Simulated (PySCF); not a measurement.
GeSe, SMILES [Ge]=[Se] (connectivity only; charge and spin as stated), neutral, multiplicity 1.

Coordinates come from a PBE0-D3(BJ)/def2-TZVP optimisation.

Vertical ionisation energy (IE) and electron affinity (EA) in eV. Rows of orbital energies are one-electron estimates. Where ΔSCF, EOM or ADC give a negative EA the extra electron is unbound and the value depends on the basis.

```
level                                               IE    EA
------------------------------------------------  ----  ----
−ε(HOMO), −ε(LUMO), CAM-B3LYP/def2-TZVPD (PySCF)  8.76  1.52
−ε(HOMO), −ε(LUMO), r2SCAN/def2-TZVPD (PySCF)     6.93  3.16
ADC(2)/aug-cc-pVDZ (PySCF)                        9.33  0.59
```

Problem. Beyond the first one, list the lowest photoelectron lines from ADC(2)/aug-cc-pVDZ in PySCF with their pole strengths (two spins summed). (An estimate is asked for; the answer gives what the named calculation found.)

Solution. 9.56 eV (1.81), 14.09 eV (1.58).
